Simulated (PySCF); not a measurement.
Members of one series of related molecules.

All values: CAM-B3LYP/def2-SVPD (PySCF) at GFN2-xTB geometries, gas phase, one conformer each. Core orbitals are frozen in the response; Δα² is half the sum of the squared differences of the principal polarisabilities.

Question: Rank by HOMO energy, highest first.
A. `N#CC/C=C\[SiH2]Cl`
B. `C(F)/C=C\[SiH2]Cl`
C. `O=COC/C=C\[SiH2]Cl`
D. `[H]/N=C\C/C=C\[SiH2]Cl`
E. `C/C=C\[SiH2]Cl`

Answer: D (-8.78 eV), E (-9.10 eV), B (-9.33 eV), C (-9.46 eV), A (-9.80 eV).

Question: Rank by dipole moment, lowest first.
A. `[F:1][CH2:2]/[CH:3]=[CH:4]\[SiH2:5][Cl:6]` with F1–C2–C3–C4 0°, C3–C4–Si5–Cl6 180°
B. `[CH3:1]/[CH:2]=[CH:3]\[SiH2:4][Cl:5]` with C2–C3–Si4–Cl5 -64°
C. `[O:1]=[CH:2][O:3][CH2:4]/[CH:5]=[CH:6]\[SiH2:7][Cl:8]` with O1–C2–O3–C4 -1°, C2–O3–C4–C5 -76°, O3–C4–C5–C6 107°, C5–C6–Si7–Cl8 -125°

Answer: B (1.94 D), C (3.28 D), A (3.48 D).

All values together:

```tsv
SMILES	change	formula	μ (D)	HOMO (eV)	LUMO (eV)	α (Å³)	Δα (Å³)	electrons	α per electron (Å³)
C/C=C\[SiH2]Cl	parent	C3H7ClSi	1.94	-9.10	0.27	11.22	3.52	56	0.200
[H]/N=C\C/C=C\[SiH2]Cl	H on C replaced by CH=NH	C4H8ClNSi	3.34	-8.78	-0.19	13.99	6.31	70	0.200
O=COC/C=C\[SiH2]Cl	H on C replaced by OCHO	C4H7ClO2Si	3.28	-9.46	0.17	13.61	4.83	78	0.175
FC/C=C\[SiH2]Cl	H on C replaced by F	C3H6ClFSi	3.48	-9.33	0.41	11.32	5.47	64	0.177
N#CC/C=C\[SiH2]Cl	H on C replaced by CN	C4H6ClNSi	3.40	-9.80	-0.10	13.15	6.07	68	0.193
```

Conformers: `[CH3:1]/[CH:2]=[CH:3]\[SiH2:4][Cl:5]` with C2–C3–Si4–Cl5 -64°; `[H]/[N:1]=[CH:2]\[CH2:3]/[CH:4]=[CH:5]\[SiH2:6][Cl:7]` with N1–C2–C3–C4 117°, C2–C3–C4–C5 102°, C4–C5–Si6–Cl7 -62°; `[O:1]=[CH:2][O:3][CH2:4]/[CH:5]=[CH:6]\[SiH2:7][Cl:8]` with O1–C2–O3–C4 -1°, C2–O3–C4–C5 -76°, O3–C4–C5–C6 107°, C5–C6–Si7–Cl8 -125°; `[F:1][CH2:2]/[CH:3]=[CH:4]\[SiH2:5][Cl:6]` with F1–C2–C3–C4 0°, C3–C4–Si5–Cl6 180°; `[N:1]#[C:2][CH2:3]/[CH:4]=[CH:5]\[SiH2:6][Cl:7]` with C2–C3–C4–C5 -107°, C4–C5–Si6–Cl7 180°.

Question: Give the shifts from the parent, `C/C=C\[SiH2]Cl`.

Answer: 
```json
{"SMILES": "[H]/N=C\\C/C=C\\[SiH2]Cl", "change in μ (D)": "+1.40", "change in HOMO (eV)": "+0.32", "change in LUMO (eV)": "-0.46", "change in mean α (Å³)": "+2.77"}
{"SMILES": "O=COC/C=C\\[SiH2]Cl", "change in μ (D)": "+1.34", "change in HOMO (eV)": "-0.36", "change in LUMO (eV)": "-0.10", "change in mean α (Å³)": "+2.39"}
{"SMILES": "FC/C=C\\[SiH2]Cl", "change in μ (D)": "+1.54", "change in HOMO (eV)": "-0.23", "change in LUMO (eV)": "+0.14", "change in mean α (Å³)": "+0.10"}
{"SMILES": "N#CC/C=C\\[SiH2]Cl", "change in μ (D)": "+1.46", "change in HOMO (eV)": "-0.70", "change in LUMO (eV)": "-0.37", "change in mean α (Å³)": "+1.93"}
```
